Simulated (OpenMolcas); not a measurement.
## As4 (arsenic tetramer): a line through the functionals

As4: 4 atoms, total charge 0, spin state singlet. As SMILES, `[As]12[As]3[As]1[As]23`. The coordinates come from a PBE0-D4/def2-TZVP relaxation.

The electronic atomisation energy y, in eV, basis cc-pVDZ; a is the functional's share of exact exchange. Programs: OpenMolcas 26.06.

```
functional     program     a  y (eV)
       PBE  OpenMolcas     0   10.96
    revPBE  OpenMolcas     0   10.06
     B3LYP  OpenMolcas   0.2       ?
      PBE0  OpenMolcas  0.25   10.11
     BHLYP  OpenMolcas   0.5    8.80
```

Problem. Fit y = c + s·a to the known rows and predict B3LYP.

Solution. 
1. Means of the 4 rows: a = 0.1875, y = 9.982.
2. Σ(Δa)² = 0.17188, Σ(Δa·Δy) = -0.55938, so the slope is -0.55938/0.17188 = -3.2545.
3. Intercept: 9.982 − (-3.2545) × 0.1875 = 10.592. The largest residual of the fit is 0.53.
4. B3LYP: 10.592 + (-3.2545) × 0.2 = 9.94 eV.

The run gave 9.89 eV, so the prediction is off by +0.05 eV, within the largest residual. The rows mix families of semi-local functionals, which the line can't see.
